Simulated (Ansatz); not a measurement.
Born–Oppenheimer molecular dynamics of H7NO2Si (11 atoms, charge 0, multiplicity 1). It starts at the highest image of a converged band, a first-order saddle point between two minima.

The calculation used RKS BLYP/def2-SVP in Ansatz 0.2.0.

```yaml
ensemble: NVE (velocity Verlet)
time_step: 0.5 fs
steps_asked: 200
starting_velocities_drawn_for: 300 K
seed: 6803
```

First frame:

```xyz
11
Properties=species:S:1:pos:R:3
Si 0.100 -0.145 0.044
N 0.091 -0.131 1.981
H -0.838 -0.161 2.425
H 0.612 0.655 2.398
H 1.425 0.325 -0.443
O -0.759 1.324 -0.246
H -1.716 1.192 -0.378
H -0.892 -1.098 -0.587
O 1.069 -1.815 0.683
H 0.556 -2.630 0.515
H 0.673 -1.185 1.775
```

**Question.** How far do the bonds stretch over the last three quarters of this one trajectory? (Pairs bonded in most of those frames.)

**Answer.** 
| bond | mean (Å) | spread (Å) | shortest | longest |
| --- | --- | --- | --- | --- |
| Si1–N2 | 1.769 | 0.033 | 1.73 | 1.86 |
| Si1–H5 | 1.497 | 0.065 | 1.40 | 1.59 |
| Si1–O6 | 1.701 | 0.023 | 1.66 | 1.73 |
| Si1–H8 | 1.507 | 0.026 | 1.47 | 1.55 |
| N2–H3 | 1.027 | 0.013 | 1.01 | 1.05 |
| N2–H4 | 1.028 | 0.013 | 1.01 | 1.05 |
| O6–H7 | 0.975 | 0.018 | 0.95 | 1.00 |
| O9–H10 | 0.980 | 0.016 | 0.95 | 1.01 |
| O9–H11 | 0.987 | 0.018 | 0.96 | 1.03 |

Mean temperature of the second half: 721 K. The conserved energy stayed within 0.18 meV per atom of its start (net change 0.078 meV per atom), so the integration is sound. The kinetic energy rose, since the run started high on the potential surface and went downhill. It ends in pieces (H2O + H5NOSi), so much of that is their flight and rotation, not heat. A run of 0.1 ps of so small a system gives no equilibrium averages. The orbitals stay closed-shell, which can raise the energy where a bond breaks towards radicals; this wasn't checked here.

The run took 4.9 min on 2 threads of Arm Neoverse V2, with other jobs on the host, peak memory 0.11 GiB.
